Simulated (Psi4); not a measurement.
C5H6 (SMILES C#CCC=C), singlet, geometry from GFN2-xTB. Base run: Psi4 with CCSD(T)/cc-pVDZ.

Input for Psi4:
```
memory 2 GB

molecule {
0 1
C     2.13708071    0.41199551    0.99561250
C     1.28473866    0.20581225    0.18189963
C     0.22856165   -0.05940597   -0.77738870
C    -1.00493156   -0.55185694   -0.07744091
C    -2.18403757    0.03294560   -0.15856264
H     2.89327591    0.60152058    1.69715367
H     0.00992911    0.85361780   -1.33785592
H     0.58189043   -0.82377427   -1.47912033
H    -0.86656450   -1.43893353    0.52673530
H    -2.33966614    0.92118115   -0.74982896
H    -3.04733614   -0.35055457    0.35819707
}

set {
  basis cc-pvdz
  freeze_core true
}

energy('ccsd(t)')
print_variables()
```

Each row names what was changed in the base input (with any setting that the change needs).

```csv
change,ΔE vs base (kcal/mol),MP2 correlation (Eh),basis functions,core-seconds (rough)
base,0.000,-0.65278,100,100
method = ccsd,16.82,-0.65278,100,80
method = qcisd(t),-0.311,-0.65278,100,70
method = mp3,22.58,-0.65265,100,9
method = dlpno-mp2,46.55,-0.65252,100,6
method = mp4,0.64,-0.65278,100,60
method = fno-ccsd(t),0.000,-0.65278,100,80
method = mp2,46.47,-0.65265,100,5
```
